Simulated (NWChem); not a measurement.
System: C$_{3}$H$_{4}$F$_{2}$; SMILES F[C@@H]1C[C@H]1F

Input file for NWChem:

```
start job
memory heap 200 mb stack 900 mb global 1100 mb
geometry units angstroms noautosym nocenter noautoz
  F      1.801241    -0.116912    -0.502177
  C      0.610747     0.429623    -0.108116
  C      0.000000     0.000000     1.204668
  C     -0.610747    -0.429623    -0.108116
  F     -1.801241     0.116912    -0.502177
  H      0.495039     1.484682    -0.414390
  H      0.518725    -0.775123     1.790009
  H     -0.518725     0.775123     1.790009
  H     -0.495039    -1.484682    -0.414390
end
basis spherical
  * library def2-svp
end
dft
  xc xpbe96 cpbe96
  iterations 150
end
cosmo
  do_cosmo_smd true
  solvent benzene
end
task dft energy
```

Excerpt of the output:

```
             Northwest Computational Chemistry Package (NWChem) 7.3.0
             --------------------------------------------------------

                             Geometry "geometry" -> ""
                             -------------------------

 Output coordinates in angstroms (scale by  1.889725989 to convert to a.u.)

  No.       Tag          Charge          X              Y              Z
 ---- ---------------- ---------- -------------- -------------- --------------
    1 F                    9.0000     1.80124100    -0.11691200    -0.50217700
    2 C                    6.0000     0.61074700     0.42962300    -0.10811600
    3 C                    6.0000     0.00000000     0.00000000     1.20466800
    4 C                    6.0000    -0.61074700    -0.42962300    -0.10811600
    5 F                    9.0000    -1.80124100     0.11691200    -0.50217700
    6 H                    1.0000     0.49503900     1.48468200    -0.41439000
    7 H                    1.0000     0.51872500    -0.77512300     1.79000900
    8 H                    1.0000    -0.51872500     0.77512300     1.79000900
    9 H                    1.0000    -0.49503900    -1.48468200    -0.41439000

 Effective nuclear repulsion energy (a.u.)     176.3878226636

  pbe96 is a nonlocal functional; adding pw91lda local functional.

                                 NWChem DFT Module
                                 -----------------

 Summary of "ao basis" -> "ao basis" (spherical)
 ------------------------------------------------------------------------------
       Tag                 Description            Shells   Functions and Types
 ---------------- ------------------------------  ------  ---------------------
 F                          def2-svp                 6       14   3s2p1d
 C                          def2-svp                 6       14   3s2p1d
 H                          def2-svp                 3        5   2s1p

 in cosmo_initialize ...
 calling solv_data for solv:benzene

 solvent parameters
 solvname_short: benzene
 solvname_long:  benzene
 dielec:        2.2706
 dielecinf:     2.2533
 nonaqueous SMD model solvent descriptors
 dielec:        2.2706
 sola:          0.0000
 solb:          0.1400
 solc:          1.0000
 solg:         40.6200
 solh:          0.0000
 soln:          1.5011

[...]

                                COSMO-SMD solvation results
                                ---------------------------

             internal energy in gas <Psi(g)|H|Psi(g)> =      -315.777462017340
         internal energy in solvent <Psi(s)|H|Psi(s)> =      -315.777263230507
                               delta internal energy  =         0.000198786833 (    0.12 kcal/mol)
   total free energy in solvent <Psi(s)|H+V/2|Psi(s)> =      -315.780819204736
 polarization energy contribution <Psi(s)|V/2|Psi(s)> =        -0.003555974229 (   -2.23 kcal/mol)
    total free energy in solvent including G(SMD-CDS) =      -315.782733235454
                       G(SMD-CDS) energy contribution =        -0.001914030717 (   -1.20 kcal/mol)
     1 M fixed-concentration free energy of solvation =        -0.005271218113 (   -3.31 kcal/mol)

                       DFT Final Molecular Orbital Analysis
                       ------------------------------------

 Vector   18  Occ=2.000000D+00  E=-3.213542D-01
              MO Center=  3.8D-09,  5.3D-09, -3.7D-01, r^2= 3.4D+00
   Bfn.  Coefficient  Atom+Function         Bfn.  Coefficient  Atom+Function
  ----- ------------  ---------------      ----- ------------  ---------------
     5      0.328298  1 F  py                61     -0.328298  5 F  py
     6     -0.257603  1 F  pz                62     -0.257603  5 F  pz
    31     -0.243288  3 C  s                  8     -0.219167  1 F  py
    64      0.219167  5 F  py                71      0.177542  6 H  s
    86      0.177542  9 H  s                  9      0.173763  1 F  pz

 Vector   19  Occ=2.000000D+00  E=-2.557638D-01
              MO Center=  9.2D-09,  1.2D-09,  2.8D-01, r^2= 2.6D+00
   Bfn.  Coefficient  Atom+Function         Bfn.  Coefficient  Atom+Function
  ----- ------------  ---------------      ----- ------------  ---------------
    32      0.330970  3 C  px                 6      0.264979  1 F  pz
    62     -0.264979  5 F  pz                20      0.230221  2 C  pz
    48     -0.230221  4 C  pz                33      0.228718  3 C  py
     9     -0.194230  1 F  pz                65      0.194230  5 F  pz
    35      0.172340  3 C  px                36      0.169060  3 C  py

 Vector   20  Occ=2.000000D+00  E=-2.371314D-01
              MO Center=  2.2D-09,  1.5D-09, -1.1D-01, r^2= 2.5D+00
   Bfn.  Coefficient  Atom+Function         Bfn.  Coefficient  Atom+Function
  ----- ------------  ---------------      ----- ------------  ---------------
    31      0.291923  3 C  s                 20      0.243083  2 C  pz
    48      0.243083  4 C  pz                 6      0.209874  1 F  pz
    62      0.209874  5 F  pz                34     -0.204758  3 C  pz
    37     -0.199884  3 C  pz                18      0.193792  2 C  px
    46     -0.193792  4 C  px                 4      0.181333  1 F  px

 Vector   21  Occ=0.000000D+00  E= 2.097870D-02
              MO Center=  3.2D-09,  2.0D-09,  2.9D-01, r^2= 4.2D+00
   Bfn.  Coefficient  Atom+Function         Bfn.  Coefficient  Atom+Function
  ----- ------------  ---------------      ----- ------------  ---------------
    72      0.662110  6 H  s                 87     -0.662110  9 H  s
    77     -0.614169  7 H  s                 82      0.614169  8 H  s
    17     -0.547934  2 C  s                 45      0.547934  4 C  s
    21      0.431980  2 C  px                49      0.431980  4 C  px
    36     -0.271529  3 C  py                 3     -0.260439  1 F  s

[...]
```

Level: PBE/def2-SVP, SMD on the gas-phase geometry. Coordinates come from a PBE-D3(BJ)/def2-SVP optimisation. Solvent: benzene.
